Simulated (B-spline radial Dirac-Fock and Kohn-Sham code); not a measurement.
# Photoemission from Eu at 2830 eV, detector at θ = 54.7°, φ = 180°

System: neutral europium in the configuration 1s2 2s2 2p6 3s2 3p6 3d10 4s2 4p6 4d10 4f7 5s2 5p6 6s2. Calculated with an atomic code on a B-spline grid, using Dirac-Hartree-Slater photoionisation with a Latter tail; cross sections with all multipoles, angular parameters from the dipole term and its interference with E2. Thresholds are tabulated edges, those marked * orbital energies of the model. For linearly polarised light dσ/dΩ = σ/(4π) [1 + β P₂(cos θ) + (δ + γ cos²θ) sin θ cos φ], with θ from the polarisation vector and φ the angle between the beam and the projection of the electron momentum on the plane normal to the polarisation. The dipole factor is 1 + βP₂ and the non-dipole term is the rest of the bracket. Open shells are filled statistically over j.

```csv
subshell,threshold (eV),σ (kb),β,γ,δ,dipole factor,non-dipole term,dσ/dΩ (kb/sr)
3s,1800.0,24.5,1.97,0.42,0.000,1.002,-0.114,1.73
3p1/2,1614.0,34.5,1.55,0.03,0.006,1.001,-0.014,2.71
3p3/2,1481.0,70.3,1.59,-0.03,0.007,1.001,+0.001,5.61
3d3/2,1158.6,70.9,1.24,0.24,0.066,1.001,-0.118,4.98
3d5/2,1127.5,99.6,1.22,0.27,0.065,1.001,-0.126,6.93
4s,360.0,6.75,1.97,0.02,-0.001,1.002,-0.006,0.535
4p1/2,284.0,7.98,1.69,0.00,-0.002,1.001,+0.002,0.637
4p3/2,257.0,15.5,1.73,0.00,0.004,1.002,-0.003,1.23
4d3/2,133.0,11.0,1.34,0.43,0.056,1.001,-0.162,0.737
4d5/2,127.7,15.5,1.29,0.45,0.057,1.001,-0.168,1.03
4f5/2,9.03*,0.638,0.92,0.79,0.185,1.001,-0.366,0.0323
4f7/2,8.32*,0.806,0.90,0.79,0.187,1.001,-0.368,0.0406
5s,48.59*,1.18,1.97,-0.02,-0.001,1.002,+0.005,0.0946
5p1/2,29.98*,1.12,1.70,0.02,-0.003,1.001,-0.002,0.0892
5p3/2,25.91*,2.08,1.74,0.02,0.004,1.002,-0.008,0.165
6s,4.96*,0.0922,1.97,-0.02,-0.001,1.002,+0.006,0.00739
```
